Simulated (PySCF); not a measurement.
These are B3LYP-D3(BJ)/def2-TZVP // PBE0-D4/def2-SVP (PySCF 2.14.0) values and carry that method's errors. All species are isolated molecules in the gas phase. One relaxed conformer stands for a flexible species; it need not be the lowest. B3LYP has the VWN-RPA correlation part, as in Gaussian. Excitations are Tamm–Dancoff values on a coarser integration grid. The basis has no diffuse functions, so Rydberg states are missing or too high.

Reference species (SMILES): `B[C@]1(C=O)[C@H]2CC[C@@H]1CC2` (neutral, multiplicity 1).

The T1 excitation (TDA) is 3.51 eV. The LUMO is -2.03 eV.

Changed species: `O=C[C@@H]1[C@]2(CC[C@H](C2)C1)B`.

**Question.** Give the shifts of the T1 excitation (TDA) and LUMO.

**Answer.** the T1 excitation (TDA) goes up by 0.22 eV, to 3.73 eV; the LUMO goes up by 0.38 eV, to -1.65 eV.
